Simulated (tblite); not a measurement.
Species: C3H11B2FSi2.
Atom-mapped SMILES: `[F:1][SiH2:2][BH:3][BH:4][CH:5]1[CH2:6][SiH2:7][CH2:8]1` (hydrogens: H9, H10 on Si2; H11 on B3; H12 on B4; H13 on C5; H14, H15 on C6; H16, H17 on Si7; H18, H19 on C8)

Computed with GFN2-xTB (tblite), gas phase: L-BFGS steps from a force-field or distance-geometry start until the largest atomic force falls under 0.01 eV/Å.

Step 4: E = -616.3927 eV
```
atom  x, y, z in Å  |  force x, y, z in eV/Å
F1      3.8448    1.5269    0.1024    0.191   0.372   0.095
Si2     3.6063    0.0104   -0.3788    0.186  -0.552  -0.576
B3      1.7211   -0.3799   -0.4748    0.038  -0.241   0.203
B4      0.6882    0.6911    0.2206   -0.360  -0.124   0.012
C5     -0.8571    0.6463   -0.0138   -0.403  -0.064   0.488
C6     -1.4881   -0.1343   -1.1908    0.054   0.197   0.227
Si7    -3.0484   -0.3199   -0.1164    0.012   0.141  -0.093
C8     -1.5623   -0.2698    1.0819    0.266   0.285  -0.280
H9      4.3499   -0.7784    0.6147    0.017   0.077   0.035
H10     4.3337   -0.1021   -1.6503    0.187   0.142   0.042
H11     1.3831   -1.4532   -0.8003    0.060  -0.171   0.047
H12     1.1015    1.4614    1.0015   -0.205   0.031   0.305
H13    -1.3488    1.6159    0.0835    0.090   0.222  -0.135
H14    -1.4495    0.3323   -2.1694   -0.040   0.053   0.012
H15    -0.9669   -1.0898   -1.2089   -0.068  -0.016  -0.458
H16    -3.8447   -1.5299   -0.1989   -0.186  -0.114   0.015
H17    -3.8027    0.9517   -0.0538    0.032  -0.349  -0.002
H18    -1.6133    0.0630    2.1194    0.104   0.173  -0.269
H19    -1.0567   -1.2323    1.0399    0.028  -0.062   0.333
```

Step 5: E = -616.4444 eV
```
atom  x, y, z in Å  |  force x, y, z in eV/Å
F1      3.8533    1.5205    0.0993    0.105  -0.016  -0.046
Si2     3.6071   -0.0092   -0.3977    0.200   0.049  -0.194
B3      1.7193   -0.3821   -0.4707   -0.010  -0.228   0.249
B4      0.6780    0.6754    0.2382   -0.177   0.041   0.025
C5     -0.8669    0.6427   -0.0098   -0.127   0.118   0.274
C6     -1.4940   -0.1211   -1.1996    0.099   0.041   0.113
Si7    -3.0494   -0.3265   -0.1201   -0.010  -0.027  -0.065
C8     -1.5614   -0.2567    1.0829    0.136  -0.028  -0.042
H9      4.3524   -0.7687    0.6162    0.009   0.010   0.012
H10     4.3470   -0.0913   -1.6501    0.262   0.081  -0.140
H11     1.3917   -1.4563   -0.7937   -0.005  -0.247   0.021
H12     1.0917    1.4655    1.0113   -0.269  -0.127   0.208
H13    -1.3423    1.6183    0.0790    0.026   0.284  -0.102
H14    -1.4437    0.3373   -2.1897   -0.106   0.065   0.277
H15    -0.9741   -1.0784   -1.2307   -0.061  -0.024  -0.384
H16    -3.8595   -1.5390   -0.1984   -0.056   0.024   0.023
H17    -3.8012    0.9371   -0.0539   -0.050  -0.227   0.004
H18    -1.5997    0.0653    2.1290    0.010   0.266  -0.418
H19    -1.0582   -1.2234    1.0663    0.026  -0.054   0.184
```

Step 6: E = -616.4751 eV
```
atom  x, y, z in Å  |  force x, y, z in eV/Å
F1      3.8597    1.5171    0.0968    0.062  -0.193  -0.121
Si2     3.6113   -0.0188   -0.4114    0.120   0.300   0.042
B3      1.7182   -0.3877   -0.4637   -0.016  -0.185   0.247
B4      0.6695    0.6680    0.2477   -0.001   0.076   0.052
C5     -0.8746    0.6429   -0.0025    0.077   0.208  -0.007
C6     -1.4952   -0.1137   -1.2012    0.076  -0.044   0.020
Si7    -3.0497   -0.3305   -0.1232    0.008  -0.160  -0.025
C8     -1.5583   -0.2505    1.0817   -0.030  -0.199   0.089
H9      4.3538   -0.7635    0.6172    0.002  -0.014  -0.020
H10     4.3591   -0.0840   -1.6528    0.296   0.052  -0.233
H11     1.3960   -1.4629   -0.7899   -0.025  -0.246   0.032
H12     1.0814    1.4651    1.0206   -0.281  -0.196   0.158
H13    -1.3384    1.6252    0.0746   -0.012   0.250  -0.060
H14    -1.4429    0.3414   -2.1950   -0.133   0.113   0.357
H15    -0.9790   -1.0730   -1.2495   -0.037  -0.009  -0.290
H16    -3.8684   -1.5432   -0.1977    0.011   0.086   0.025
H17    -3.8014    0.9251   -0.0539   -0.113  -0.121   0.010
H18    -1.5925    0.0720    2.1262   -0.047   0.321  -0.362
H19    -1.0585   -1.2199    1.0836    0.044  -0.040   0.087
```

Step 7: E = -616.5147 eV
```
atom  x, y, z in Å  |  force x, y, z in eV/Å
F1      3.8696    1.5112    0.0918    0.026  -0.276  -0.172
Si2     3.6190   -0.0266   -0.4287    0.004   0.427   0.216
B3      1.7171   -0.3990   -0.4490    0.002  -0.130   0.201
B4      0.6586    0.6601    0.2600    0.203   0.044   0.075
C5     -0.8837    0.6472    0.0066    0.277   0.226  -0.367
C6     -1.4952   -0.1052   -1.2006    0.019  -0.125  -0.097
Si7    -3.0489   -0.3383   -0.1277    0.029  -0.260   0.034
C8     -1.5551   -0.2464    1.0800   -0.198  -0.292   0.170
H9      4.3556   -0.7572    0.6178   -0.007  -0.032  -0.073
H10     4.3808   -0.0737   -1.6610    0.268   0.025  -0.242
H11     1.4009   -1.4766   -0.7843   -0.024  -0.181   0.076
H12     1.0622    1.4605    1.0365   -0.251  -0.232   0.128
H13    -1.3338    1.6394    0.0678   -0.044   0.122   0.001
H14    -1.4451    0.3496   -2.1939   -0.162   0.207   0.346
H15    -0.9857   -1.0670   -1.2797    0.016   0.021  -0.134
H16    -3.8794   -1.5470   -0.1963    0.068   0.111   0.021
H17    -3.8043    0.9072   -0.0536   -0.174  -0.006   0.016
H18    -1.5848    0.0882    2.1150   -0.127   0.365  -0.171
H19    -1.0574   -1.2171    1.1071    0.076  -0.013  -0.028
```

Q: Estimate the geometry and energy of step 8. (The exact step hangs on the optimiser's Hessian estimate; all steps are aligned on step 7, rigid shifts and turns removed.)

A: E = -616.5526 eV, largest force 0.648 eV/Å
```
atom  x, y, z in Å  |  force x, y, z in eV/Å
F1      3.8805    1.5030    0.0843    0.012  -0.196  -0.167
Si2     3.6269   -0.0293   -0.4441   -0.071   0.354   0.218
B3      1.7166   -0.4135   -0.4302    0.041  -0.078   0.123
B4      0.6508    0.6524    0.2728    0.305  -0.041   0.066
C5     -0.8891    0.6547    0.0099    0.339   0.099  -0.543
C6     -1.4947   -0.0988   -1.1999   -0.042  -0.160  -0.170
Si7    -3.0470   -0.3497   -0.1315    0.029  -0.226   0.082
C8     -1.5548   -0.2465    1.0790   -0.210  -0.199   0.137
H9      4.3571   -0.7516    0.6168   -0.013  -0.044  -0.125
H10     4.4072   -0.0627   -1.6728    0.157   0.003  -0.130
H11     1.4052   -1.4938   -0.7772   -0.007  -0.082   0.136
H12     1.0382    1.4519    1.0560   -0.180  -0.219   0.137
H13    -1.3300    1.6560    0.0608   -0.047  -0.058   0.041
H14    -1.4508    0.3622   -2.1864   -0.189   0.304   0.226
H15    -0.9917   -1.0610   -1.3129    0.082   0.045   0.018
H16    -3.8894   -1.5492   -0.1945    0.090   0.075   0.013
H17    -3.8105    0.8884   -0.0530   -0.189   0.041   0.018
H18    -1.5800    0.1119    2.1005   -0.203   0.356   0.026
H19    -1.0545   -1.2153    1.1302    0.098   0.028  -0.109
```

The energy changes by -0.0379 eV. The first-order estimate −F·Δx gives -0.0519 eV and the mean of the old and new forces, exact on a quadratic surface, -0.0379 eV. The step makes an angle of 63° with the force vector and moves no atom by more than 0.034 Å.

The cost below is that of the whole relaxation. On one thread, Intel Xeon at 2.50 GHz (x86_64), shared host with 64 logical CPUs at a one-minute load of 63, this took 3.9 s wall.
